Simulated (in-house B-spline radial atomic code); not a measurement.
Whole-atom quantities along the 55-electron series, configuration [Kr] 4d10 4f9. Computed with a B-spline radial code for spherical atoms: non-relativistic Hartree-Fock, average of the configuration, point nuclei.

This level leaves out relativity, spin-orbit splitting included, which matters for heavy ions.

| ion | Z | E/Z² (Eh) | Σ<r²> (bohr²) | n(0)/Z³ (bohr⁻³) | Lamb diamagnetic shielding (ppm) | repulsion over attraction |
| --- | --- | --- | --- | --- | --- | --- |
| Tm14+ | 69 | -2.7048 | 10.955 | 0.71338 | 7731.13 | 0.143 |
| Yb15+ | 70 | ? | ? | ? | ? | ? |
| Lu16+ | 71 | ? | ? | ? | ? | ? |
| Hf17+ | 72 | -2.7429 | 9.1852 | 0.71458 | 8143.46 | 0.13907 |
| Ta18+ | 73 | -2.755 | 8.7029 | 0.71497 | 8280.73 | 0.13777 |
| W19+ | 74 | -2.767 | 8.2621 | 0.71534 | 8417.94 | 0.13648 |
| Re20+ | 75 | -2.7787 | 7.8577 | 0.71571 | 8555.09 | 0.1352 |
| Os21+ | 76 | -2.7902 | 7.4852 | 0.71607 | 8692.2 | 0.13393 |
| Ir22+ | 77 | ? | ? | ? | ? | ? |
| Pt23+ | 78 | -2.8124 | 6.8222 | 0.71677 | 8966.26 | 0.13143 |
| Au24+ | 79 | -2.8232 | 6.5258 | 0.71711 | 9103.24 | 0.13021 |

Task: Fill in the row of Yb15+.

Result: E/Z² (Eh): -2.7177; Σ<r²> (bohr²): 10.302; n(0)/Z³ (bohr⁻³): 0.71379; Lamb diamagnetic shielding (ppm): 7868.67; repulsion over attraction: 0.14169.

Task: Fill in the row of Lu16+.

Result: E/Z² (Eh): -2.7304; Σ<r²> (bohr²): 9.7156; n(0)/Z³ (bohr⁻³): 0.71419; Lamb diamagnetic shielding (ppm): 8006.11; repulsion over attraction: 0.14038.

Task: Fill in the row of Ir22+.

Result: E/Z² (Eh): -2.8014; Σ<r²> (bohr²): 7.1411; n(0)/Z³ (bohr⁻³): 0.71643; Lamb diamagnetic shielding (ppm): 8829.25; repulsion over attraction: 0.13268.

Task: With what power of Z does the column «Σ<r²> (bohr²)» change over this range?

Result: A fit of the logarithm of its size against log Z from Z = 69 to 79 has slope -3.82. Unscreened non-relativistic hydrogenic orbitals would give -2.
